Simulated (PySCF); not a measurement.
C2H5BO2, SMILES `BC(=O)OC`, neutral singlet in the gas phase. 

Z-matrix (Å, degrees):
```
C
O 1 1.2074
O 1 1.3341 2 123.85
C 3 1.4313 1 115.63 2 -0.01
H 4 1.0852 3 105.83 1 -179.98
H 4 1.0886 5 110.74 3 -119.46
H 4 1.0886 5 110.73 6 -121.09
B 1 1.5724 2 117.51 3 179.99
H 8 1.1844 1 118.94 2 -87.29
H 8 1.1844 9 121.88 1 -174.34
```
Charge 0, multiplicity 1.

All levels are single points at this geometry (M06-2X/def2-TZVP); Pople sets use spherical d functions. Orbital energies aren't observables, and empty levels follow the basis.

B3LYP/6-31G* in PySCF gives gap (eV) = 5.61.

**Question.** Estimate the gap (eV) from each of these levels: M06-2X/def2-TZVP in PySCF; B3LYP/3-21G in PySCF; BP86/6-31G* in PySCF; PBE/6-31G* in PySCF; SVWN5/6-31G* in PySCF.

**Answer.** 
| level | gap (eV) |
|---|---|
| M06-2X/def2-TZVP in PySCF | 8.48 |
| B3LYP/3-21G in PySCF | 5.37 |
| BP86/6-31G* in PySCF | 3.64 |
| PBE/6-31G* in PySCF | 3.59 |
| SVWN5/6-31G* in PySCF | 3.46 |
